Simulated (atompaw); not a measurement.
## Br: one change to a PAW (atompaw) potential, before and after

bromine (Br), PAW, made with atompaw 4.2.0.5 (PBE, scalar-relativistic). Core [Ar] 3d10, reference 4s2 4p5. Waves: 4s (bound): rc 1.70 bohr; 4s channel at -1.15 Ry: rc 1.70 bohr; 4p (bound): rc 1.70 bohr; 4p channel at 0.25 Ry: rc 1.70 bohr; 4d channel at 0.15 Ry: rc 1.70 bohr. Local part: vpsmatchnc scheme with l = 3 at 0 Ry, radius 1.45 bohr. Core correction: smooth core density matched at 1.45 bohr. Augmentation charge: sinc compensation charge, radius 1.25 bohr; PAW radius 1.70 bohr; waves and projectors: custom rrkj vanderbiltortho.

Change: all radii scaled by about 1.25 (s 2.12, p 2.12, d 2.12 bohr); local potential vpsmatchnc scheme with l = 3 at 0 Ry, radius 1.80 bohr; augmentation sinc compensation charge, radius 1.56 bohr; PAW radius 2.12 bohr; waves and projectors: custom rrkj vanderbiltortho; core correction smooth core density matched at 1.80 bohr.

Cutoffs: the cutoffs (Ry, on a coarse ladder) from which the occupation-weighted sum of valence levels, in a spherical-Bessel basis at the reference potential, stays within 10 and 1 mRy of its value at 400 Ry; they do not see the model core or the augmentation charge, which bear on the density cutoff.

Q: What does the change do?

A: The potential gets softer (15 Ry and 30 Ry → 15 Ry and 18 Ry); both files keep a bound ghost (s). A larger radius leaves more room for a smooth pseudo-wave, so fewer plane waves are needed.

| quantity | base | changed |
| --- | --- | --- |
| cutoff, loose | 15 Ry | 15 Ry |
| cutoff, tight | 30 Ry | 18 Ry |
| loose cutoff by channel (10 mRy a level) | s 6 Ry, p 10 Ry | s 8 Ry, p 12 Ry |
| bound ghosts | s | s |
| lowest overlap eigenvalue by channel | s 0.18, p 0.49, d 1.00 | s 0.20, p 0.58, d 0.88 |

 A true bound ghost makes a file unfit for plane-wave use even where its test errors are small: the radial tests pick states by their node count and pass the ghost by. The cutoffs see the waves, projectors and local potential, not the compensation charge or the core.
